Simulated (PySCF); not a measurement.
## Nonlinear optical response: `C(=C=C(C(F)(F)F)[SiH3])[SiH3]`, C4H7F3Si2

Molfile (atoms numbered from 1):
```
C4H7F3Si2
     RDKit          3D

 16 15  0  0  0  0  0  0  0  0999 V2000
    2.1638   -1.3374   -1.4520 F   0  0  0  0  0  0  0  0  0  0  0  0
    1.7829   -1.2488   -0.1709 C   0  0  0  0  0  0  0  0  0  0  0  0
    1.1147   -2.3602    0.1300 F   0  0  0  0  0  0  0  0  0  0  0  0
    2.9012   -1.2385    0.5640 F   0  0  0  0  0  0  0  0  0  0  0  0
    0.9764   -0.0021    0.0565 C   0  0  0  0  0  0  0  0  0  0  0  0
    1.6744    1.6779   -0.4470 Si  0  0  0  0  0  4  0  0  0  0  0  0
   -0.2150   -0.0807    0.6025 C   0  0  0  0  0  0  0  0  0  0  0  0
   -1.4216   -0.1323    1.0966 C   0  0  0  0  0  0  0  0  0  0  0  0
   -2.9392   -0.3452    0.0022 Si  0  0  0  0  0  4  0  0  0  0  0  0
    1.8378    1.7453   -1.9284 H   0  0  0  0  0  0  0  0  0  0  0  0
    3.0030    1.8877    0.1982 H   0  0  0  0  0  0  0  0  0  0  0  0
    0.7047    2.7120    0.0100 H   0  0  0  0  0  0  0  0  0  0  0  0
   -1.5410   -0.0627    2.1860 H   0  0  0  0  0  0  0  0  0  0  0  0
   -4.1492   -0.3102    0.8741 H   0  0  0  0  0  0  0  0  0  0  0  0
   -3.0111    0.7615   -0.9970 H   0  0  0  0  0  0  0  0  0  0  0  0
   -2.8822   -1.6496   -0.7202 H   0  0  0  0  0  0  0  0  0  0  0  0
  1  2  1  0
  2  3  1  0
  2  4  1  0
  2  5  1  0
  5  6  1  0
  5  7  2  0
  7  8  2  0
  8  9  1  0
  6 10  1  0
  6 11  1  0
  6 12  1  0
  8 13  1  0
  9 14  1  0
  9 15  1  0
  9 16  1  0
M  END
```

Method used: quadratic response CAM-B3LYP/aug-cc-pVDZ first hyperpolarisability, Taylor convention, gas phase in PySCF. Geometry: PBE0-D3(BJ)/def2-SVP.

Task: Give β for the processes computed.

Result: In 10⁻³⁰ esu, Taylor convention; the vector part is βᵢ = ⅓ Σⱼ (βᵢⱼⱼ + βⱼᵢⱼ + βⱼⱼᵢ); β∥ is 3/5 of the vector part along the dipole, the dipole points from − to +:
```
                   process  λ (nm)  β vector norm     β∥  β HRS  depolarisation ratio
           static β(0;0,0)       ∞           2.61  -1.47   0.99                  7.16
second harmonic β(−2ω;ω,ω)    1907           2.72  -1.53   1.03                  7.11
         Pockels β(−ω;ω,0)    1907           2.65  -1.49      –                     –
second harmonic β(−2ω;ω,ω)    1064           2.97  -1.67   1.13                  7.01
         Pockels β(−ω;ω,0)    1064           2.72  -1.53      –                     –
```

Task: Which lowest excitations, dipole and polarisabilities go with it?

Result: S1 5.53 eV (f = 0.001); S2 5.68 eV (f = 0.000); S3 6.43 eV (f = 0.037); dipole 2.53 D; isotropic α 111.7 au static, 112.2 au at 1907 nm, 113.1 au at 1064 nm, 113.4 au at 953.5 nm, 117.5 au at 532 nm.
